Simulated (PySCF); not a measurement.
# Orbital picture of TlGe

M06-L at R = 2.739 Å; basis Tl cc-pVDZ-PP with ECP60, Ge cc-pVDZ-PP with ECP10; scalar-relativistic core potentials; PySCF 2.14. State: ⁴Σ⁻ (quartet), unpaired electrons σ ↑, π ↑↑. Only the outer orbitals are listed, counted within each symmetry, core potentials removing the inner ones.

```json
{"spin": "α", "orbital": "7σ", "occ.": "1", "ε (eV)": "-12.43", "on Tl (%)": "25", "main shells (%)": "73 Ge s, 20 Tl s"}
{"spin": "α", "orbital": "8σ", "occ.": "1", "ε (eV)": "-9.40", "on Tl (%)": "72", "main shells (%)": "72 Tl s, 22 Ge s"}
{"spin": "α", "orbital": "9σ", "occ.": "1", "ε (eV)": "-4.41", "on Tl (%)": "38", "main shells (%)": "61 Ge p, 32 Tl p"}
{"spin": "α", "orbital": "5π", "occ.": "1", "ε (eV)": "-4.23", "on Tl (%)": "22", "main shells (%)": "78 Ge p, 21 Tl p"}
{"spin": "α", "orbital": "5π", "occ.": "1", "ε (eV)": "-4.23", "on Tl (%)": "22", "main shells (%)": "78 Ge p, 21 Tl p"}
{"spin": "α", "orbital": "6π", "occ.": "0", "ε (eV)": "-1.74", "on Tl (%)": "79", "main shells (%)": "78 Tl p, 20 Ge p"}
{"spin": "α", "orbital": "6π", "occ.": "0", "ε (eV)": "-1.74", "on Tl (%)": "79", "main shells (%)": "78 Tl p, 20 Ge p"}
{"spin": "α", "orbital": "10σ", "occ.": "0", "ε (eV)": "0.47", "on Tl (%)": "76", "main shells (%)": "72 Tl p, 26 Ge p"}
{"spin": "β", "orbital": "7σ", "occ.": "1", "ε (eV)": "-10.92", "on Tl (%)": "40", "main shells (%)": "59 Ge s, 37 Tl s"}
{"spin": "β", "orbital": "8σ", "occ.": "1", "ε (eV)": "-8.60", "on Tl (%)": "61", "main shells (%)": "59 Tl s, 36 Ge s"}
{"spin": "β", "orbital": "5π", "occ.": "0", "ε (eV)": "-3.12", "on Tl (%)": "43", "main shells (%)": "57 Ge p, 42 Tl p"}
{"spin": "β", "orbital": "5π", "occ.": "0", "ε (eV)": "-3.12", "on Tl (%)": "43", "main shells (%)": "57 Ge p, 42 Tl p"}
{"spin": "β", "orbital": "9σ", "occ.": "0", "ε (eV)": "-3.05", "on Tl (%)": "43", "main shells (%)": "56 Ge p, 40 Tl p"}
```

**Question.** Which are the highest filled and the lowest empty level, where do they sit, and how wide is the gap?

**Answer.** Highest filled α 5π at -4.23 eV (in %: 78 Ge p, 21 Tl p); lowest empty β 5π at -3.12 eV (in %: 57 Ge p, 42 Tl p); the gap at M06-L is 1.11 eV. Both belong to one degenerate shell, split only by its one-sided filling, so this is no excitation gap.

| Quantity | Value |
| --- | --- |
| bond order (Mayer) | 1.27 |
| ⟨S²⟩ | 3.752 |
| charge on Tl (Mulliken, basis-dependent) | 0.24 |
| charge on Tl (Löwdin, basis-dependent) | 0.16 |
| dipole moment (positive dipole means Tl(−)Ge(+)) | -2.54 D |

Spin–orbit coupling is left out, which matters for elements this heavy, above all for dissociation energies. The state was picked by a PBE0 search and need not be the measured ground state.
